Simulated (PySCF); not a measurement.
Al(F)(Cl)(vinyl) (C₂H₃AlClF), SMILES C=[CH][Al]([F])[Cl].

Geometry optimised at PBE0-D3(BJ)/def2-SVP. One conformer was computed; it need not be the lowest.

Computed with TDDFT-PBE/def2-SVPD (PySCF).

Vertical excitations. The molecule is in vacuum. State labels are in the subgroup Cs.

List the lowest excited states. (Estimate from the structure and the level; the computed values follow.)


```csv
state,symmetry,energy (eV),λ (nm),f,main pairs
S1,A",5.46,227,0.003,HOMO−1→LUMO 88 %
S2,A",5.64,220,0.001,HOMO−2→LUMO 89 %
S3,A',5.82,213,0.037,"HOMO−3→LUMO 64 %, HOMO→LUMO 32 %"
S4,A",6.03,206,0.008,HOMO→LUMO+1 100 %
S5,A',6.19,200,0.084,"HOMO→LUMO 47 %, HOMO−3→LUMO 32 %, HOMO→LUMO+2 16 %"
S6,A',6.57,189,0.220,HOMO−1→LUMO+1 90 %
S7,A',6.69,185,0.012,HOMO−2→LUMO+1 98 %
S8,A",6.90,180,0.046,HOMO−3→LUMO+1 95 %
S9,A",7.03,176,0.007,HOMO−4→LUMO 95 %
S10,A",7.39,168,0.006,HOMO−1→LUMO+2 99 %
T1,A',4.12,301,0,HOMO→LUMO 95 %
T2,A",4.90,253,0,HOMO−1→LUMO 98 %
T3,A",5.55,223,0,HOMO−2→LUMO 98 %
T4,A',5.68,218,0,HOMO−3→LUMO 97 %
```
Triplets are in the Tamm–Dancoff approximation, which puts them higher than full response would, so one can lie above its singlet here.
